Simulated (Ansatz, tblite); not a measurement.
Potential energy curve for MgC, lowest triplet found (which spin is the ground state isn't settled by this scan). Each curve is given relative to its own lowest point between 1.81 and 2.60 Å, where full CI is lowest.

```tsv
R / Å	A	B	C	D
1.58	2.215	2.530	2.736	2.722
1.68	1.005	1.400	1.542	1.532
1.81	0.262	0.550	0.627	0.622
1.87	0.107	0.321	0.375	0.372
1.99	0.000	0.068	0.088	0.087
2.06	0.019	0.011	0.018	0.018
2.11	0.057	0.000	0.000	0.000
2.20	0.160	0.025	0.018	0.017
2.24	0.217	0.050	0.043	0.040
2.33	0.363	0.131	0.123	0.116
2.44	0.562	0.256	0.251	0.235
2.60	0.868	0.461	0.463	0.423
2.73	1.115	0.627	0.632	0.567
2.91	1.447	0.840	0.839	0.731
3.18	1.881	1.104	1.065	0.896
3.46	2.234	1.309	1.201	0.991
3.85	2.599	1.502	1.292	1.054
4.30	2.881	1.636	1.332	1.083
4.78	—	1.715	1.349	1.095
5.40	—	1.768	1.357	1.102
6.33	—	1.800	1.362	1.105
7.38	—	1.811	1.363	1.106
```

Energies in eV.

### Question
Which curve belongs to which method? The methods are GFN2-xTB, 300 K electronic temperature run with tblite; Ansatz (an electronic-structure program) with CCSD on ROHF/aug-cc-pVDZ, frozen core; CCSDT(Q)/B on ROHF/aug-cc-pVDZ, frozen core in Ansatz; unrestricted PBE/aug-cc-pVDZ in Ansatz.

### Answer
A is GFN2-xTB; B is UKS-PBE; C is ROCCSDT(Q); D is ROCCSD.

Dashes: no converged value, or the column stops at the first point that the program doubted or that broke a chosen test of continuity, which isn't proof of a fault.

The unrestricted determinant behind UKS-PBE is spin-contaminated at 1.58 to 3.85 Å (<S²> up to 2.4, against 2.00 for a pure triplet). The T1 diagnostic of CCSD on the restricted reference of ROCCSDT(Q), ROCCSD exceeds 0.045 at 1.58 to 3.18 Å.
